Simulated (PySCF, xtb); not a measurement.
AlFH3NO, SMILES [NH2][Al]([OH])[F]. The values are those of a single conformer.

Harmonic wavenumbers (cm⁻¹) from GFN2-xTB (xtb) at its own minimum, in rising order: 155, 183, 204, 220, 278, 284, 355, 556, 646, 851, 945, 1446, 3473, 3504, 3793.

What does TPSSh-D3(BJ)/def2-SVP run with PySCF 2.14.0 give at its own minimum? (Estimate from the structure and the level; the computed values follow.)

200, 231, 266, 284, 359, 362, 575, 662, 692, 926, 948, 1536, 3571, 3661, 3900. Paired by order, the mean absolute difference is 85 cm⁻¹ and the zero-point energies are 24.2 and 26.0 kcal/mol.
